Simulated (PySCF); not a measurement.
C4H5, charge -1, singlet, geometry from GFN2-xTB; CCSD/cc-pVDZ (PySCF).

PySCF was given this input:
```python
from pyscf import gto, scf, cc

mol = gto.M(
    atom='''
C     0.681378    1.872858    0.016450
C     0.625982    0.509039    0.003613
C    -0.527155   -0.342904   -0.002228
C    -0.546740   -1.686648   -0.014945
H    -0.390157    2.282348    0.022423
H     1.581379   -0.039362   -0.003452
H    -1.491252    0.172628    0.004542
H     0.366432   -2.267594   -0.022237
H    -1.467193   -2.262090   -0.018615
''',
    basis='cc-pvdz',
    charge=-1,
    spin=0,
    verbose=4,
    max_memory=1800,
)

mf = scf.RHF(mol)
mf.kernel()

mycc = cc.CCSD(mf, frozen=4)
mycc.kernel()
print('E(CCSD) = %.10f' % mycc.e_tot)
```

What the program printed (banner, timings and long lists left out):

```
PySCF version 2.14.0

[INPUT] verbose = 4
[INPUT] num. atoms = 9
[INPUT] num. electrons = 30
[INPUT] charge = -1
[INPUT] spin (= nelec alpha-beta = 2S) = 0
[INPUT] symmetry False subgroup None
[INPUT] Mole.unit = angstrom
[INPUT] Symbol           X                Y                Z      unit          X                Y                Z       unit  Magmom
[INPUT]  1 C      0.681378000000   1.872858000000   0.016450000000 AA    1.287617807304   3.539188690201   0.031085994749 Bohr   0.0
[INPUT]  2 C      0.625982000000   0.509039000000   0.003613000000 AA    1.182934538907   0.961944296722   0.006827580488 Bohr   0.0
[INPUT]  3 C     -0.527155000000  -0.342904000000  -0.002228000000 AA   -0.996178575195  -0.647994647018  -0.004210309806 Bohr   0.0
[INPUT]  4 C     -0.546740000000  -1.686648000000  -0.014945000000 AA   -1.033188861345  -3.187302788545  -0.028241956932 Bohr   0.0
[INPUT]  5 H     -0.390157000000   2.282348000000   0.022423000000 AA   -0.737289875582   4.313012640949   0.042373328891 Bohr   0.0
[INPUT]  6 H      1.581379000000  -0.039362000000  -0.003452000000 AA    2.988373209139  -0.074383399715  -0.006523334582 Bohr   0.0
[INPUT]  7 H     -1.491252000000   0.172628000000   0.004542000000 AA   -2.818057862710   0.326219641431   0.008583136058 Bohr   0.0
[INPUT]  8 H      0.366432000000  -2.267594000000  -0.022237000000 AA    0.692456123277  -4.285131621707  -0.042021839832 Bohr   0.0
[INPUT]  9 H     -1.467193000000  -2.262090000000  -0.018615000000 AA   -2.772592941879  -4.274730569117  -0.035177251809 Bohr   0.0

nuclear repulsion = 96.2818763955769
number of shells = 35
number of NR pGTOs = 139
number of NR cGTOs = 81
basis = cc-pvdz
ecp = {}

******** <class 'pyscf.scf.hf.RHF'> ********
method = RHF
initial guess = minao
damping factor = 0
level_shift factor = 0
DIIS = <class 'pyscf.scf.diis.CDIIS'>
diis_start_cycle = 1
diis_space = 8
diis_damp = 0
SCF conv_tol = 1e-09
SCF conv_tol_grad = None
SCF max_cycles = 50
direct_scf = True
direct_scf_tol = 1e-13
Set gradient conv threshold to 3.16228e-05
Initial guess from minao.
init E= -154.818731074883
  HOMO = -0.184751134844509  LUMO = 0.0104113423530077  gap/eV = 5.31064
cycle= 1 E= -154.188793735377  delta_E= 0.63  |g|= 0.413  |ddm|= 2.81
  HOMO = 0.00963569477558623  LUMO = 0.325921175260207  gap/eV = 8.60657
cycle= 2 E= -154.246648886254  delta_E= -0.0579  |g|= 0.206  |ddm|=  0.9
  HOMO = -0.0850780828027997  LUMO = 0.326002626450706  gap/eV = 11.18608
cycle= 3 E= -154.259162021941  delta_E= -0.0125  |g|= 0.0582  |ddm|= 0.342
  HOMO = -0.0851988065920128  LUMO = 0.32737011483188  gap/eV = 11.22657
cycle= 4 E= -154.261123908861  delta_E= -0.00196  |g|= 0.0176  |ddm|= 0.128
  HOMO = -0.0847962723587738  LUMO = 0.33155292171089  gap/eV = 11.32944
cycle= 5 E= -154.261317517883  delta_E= -0.000194  |g|= 0.00753  |ddm|= 0.0405
  HOMO = -0.0868180839243689  LUMO = 0.331070046865893  gap/eV = 11.37132
cycle= 6 E= -154.261376971454  delta_E= -5.95e-05  |g|= 0.00315  |ddm|= 0.0274
  HOMO = -0.0877393454845096  LUMO = 0.331410943482279  gap/eV = 11.40566
cycle= 7 E= -154.261384436465  delta_E= -7.47e-06  |g|= 0.00111  |ddm|= 0.00953
  HOMO = -0.0879090256525688  LUMO = 0.331443573042306  gap/eV = 11.41117
cycle= 8 E= -154.261385126873  delta_E= -6.9e-07  |g|= 0.000225  |ddm|= 0.00262
  HOMO = -0.0879149166580638  LUMO = 0.331400079328102  gap/eV = 11.41014
cycle= 9 E= -154.261385183664  delta_E= -5.68e-08  |g|= 7.33e-05  |ddm|= 0.00096
  HOMO = -0.0879058132958457  LUMO = 0.331395993508437  gap/eV = 11.40978
cycle= 10 E= -154.261385188964  delta_E= -5.3e-09  |g|= 2.32e-05  |ddm|= 0.000323
  HOMO = -0.0879041049678039  LUMO = 0.331394732817531  gap/eV = 11.40970
cycle= 11 E= -154.261385189368  delta_E= -4.03e-10  |g|= 6.09e-06  |ddm|= 8.57e-05
  HOMO = -0.0879036452259144  LUMO = 0.331394178560801  gap/eV = 11.40967
Extra cycle  E= -154.261385189386  delta_E= -1.83e-11  |g|= 2.74e-06  |ddm|= 1.28e-05
converged SCF energy = -154.261385189386

******** <class 'pyscf.cc.ccsd.CCSD'> ********
CC2 = 0
CCSD nocc = 11, nmo = 77
frozen orbitals 4
max_cycle = 50
direct = 0
conv_tol = 1e-07
conv_tol_normt = 1e-05
diis_space = 6
diis_start_cycle = 0
diis_start_energy_diff = 1e+09
Init t2, MP2 energy = -154.797281512765  E_corr(MP2) -0.535896323379256
Init E_corr(CCSD) = -0.535896323382883
cycle = 1  E_corr(CCSD) = -0.558475052835509  dE = -0.0225787295  norm(t1,t2) = 0.0664509
cycle = 2  E_corr(CCSD) = -0.573979662218177  dE = -0.0155046094  norm(t1,t2) = 0.0245452
cycle = 3  E_corr(CCSD) = -0.576668961489327  dE = -0.00268929927  norm(t1,t2) = 0.0122054
cycle = 4  E_corr(CCSD) = -0.579349459825149  dE = -0.00268049834  norm(t1,t2) = 0.00598646
cycle = 5  E_corr(CCSD) = -0.579237957868277  dE = 0.000111501957  norm(t1,t2) = 0.00199338
cycle = 6  E_corr(CCSD) = -0.579046685577923  dE = 0.00019127229  norm(t1,t2) = 0.00078395
cycle = 7  E_corr(CCSD) = -0.579054645589725  dE = -7.9600118e-06  norm(t1,t2) = 0.000279773
cycle = 8  E_corr(CCSD) = -0.579068429975794  dE = -1.37843861e-05  norm(t1,t2) = 0.000110755
cycle = 9  E_corr(CCSD) = -0.579069356324425  dE = -9.26348631e-07  norm(t1,t2) = 5.67416e-05
cycle = 10  E_corr(CCSD) = -0.579070231573085  dE = -8.75248659e-07  norm(t1,t2) = 1.79583e-05
cycle = 11  E_corr(CCSD) = -0.579070023673757  dE = 2.07899328e-07  norm(t1,t2) = 7.26426e-06
cycle = 12  E_corr(CCSD) = -0.579070084072669  dE = -6.03989121e-08  norm(t1,t2) = 4.07434e-06
CCSD converged
E(CCSD) = -154.8404552734587  E_corr = -0.5790700840726692
E(CCSD) = -154.8404552735
```
